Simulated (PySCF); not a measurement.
A structure optimised at PBE0-D3(BJ)/def2-SVP, used in a PySCF frequency run:

```
Si
N 1 1.7222
H 2 1.0117 1 121.67
H 2 1.0122 3 112.07 1 159.77
H 1 1.4962 2 105.40 3 -19.43
C 1 1.8922 5 113.51 2 135.01
H 6 1.0994 1 122.42 5 -30.46
H 6 1.1036 7 108.14 1 130.25
C 6 1.5518 7 117.06 8 125.70
H 9 1.1027 6 109.81 7 33.27
H 9 1.1028 10 106.75 6 125.03
C 9 1.5513 10 109.87 11 125.13
H 12 1.0997 9 116.89 10 -33.32
H 12 1.1036 13 108.17 9 125.52
```
Charge 0, spin multiplicity 1.

### Question
Write its SMILES and formula.

### Answer
N[SiH]1CCC1, C₃H₉NSi

### Question
What are its rotational constants (standard atomic weights)?

### Answer
7.9206, 2.9291, 2.4776 GHz
